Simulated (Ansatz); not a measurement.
`C1=N[SiH2]C[SiH2]1`. The species carries charge 0 and has multiplicity 1.

Z-matrix (Å, degrees):
```
Si
N 1 1.765
C 1 1.886 2 104.9
H 1 1.485 2 108.5 3 120.8
H 1 1.485 2 108.5 3 -120.8
C 2 1.272 1 115.5 3 0.1
Si 3 1.876 1 102.6 2 -0.1
H 3 1.092 1 111.6 2 119.4
H 3 1.092 1 111.7 2 -119.5
H 6 1.099 2 118.3 1 180.0
H 7 1.489 3 113.7 1 -117.7
H 7 1.489 3 113.7 1 117.9
```

Give the diagnostics of a CCSD(T)/def2-TZVPP run (frozen core, the Gaussian-basis code of Ansatz). (Best estimate.)

Ansatz gave: T1 = 0.0135, largest single amplitude 0.018, largest double 0.062, (T) share of the correlation energy 4.3 %, 10 CCSD cycles. The RHF solution is stable towards an unrestricted one. T1 lies under the customary mark of 0.02 for closed shells.
